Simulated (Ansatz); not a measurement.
Consider the formal exchange of groups at the Si–C bond: `C=C[SiH2][SiH2]S` + GeH₄ → `S[SiH2][SiH2][GeH3]` + `C=C`.

Isolated molecules relaxed with PBE0-D4/def2-TZVP in Ansatz; ΔE leaves out vibrations. CCSD(T)/CBS adds triple-zeta CCSD(T) − MP2 to the extrapolated MP2 energy (def2 sets, frozen cores). This one scheme is used for every species. Functionals use def2-TZVPP. B3LYP here is the variant with VWN-RPA as its local correlation; programs differ in this. For Ge outer-core shells are correlated without core-valence functions, which leaves a few kJ/mol of doubt a bond. Scalar relativity is left out up to krypton. One conformer a species, not always the lowest.

```
              species  B3LYP energy (Eh)
   `C=C[SiH2][SiH2]S`        -1058.33217
                 GeH₄        -2079.44280
`S[SiH2][SiH2][GeH3]`        -3059.15848
                `C=C`          -78.62534
```

Question: Work out ΔE.

Answer: ΔE = (-3059.15848) + (-78.62534) − (-1058.33217) − (-2079.44280) = -0.00885 Eh = -23.2 kJ/mol. CCSD(T)/CBS gives -23.6 kJ/mol.

Largest T1 diagnostic among the species: 0.012.
